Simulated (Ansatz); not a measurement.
Ansatz (a quantum-chemistry and plane-wave program) input:

Ansatz 0.2 input:
```yaml
crystal:
  periodic: [false, false, false]
  atoms:
    - {symbol: Se, position_ang: [-0.00000000, -0.00000000, -0.71565625]}
    - {symbol: Cl, position_ang: [0.00000000, 0.00000000, 1.43131250]}
basis:
  gaussian:
    orbitals: def2-TZVP
hamiltonian:
  xc: {name: PBE}
magnetization: {spin_polarized: true, initial_magnetization: 1}
relax: {f_tol: 0.003, max_steps: 100}
```

Predict the final energy.

-2861.19804 Eh (PBE/def2-TZVP). The basis has 85 functions.
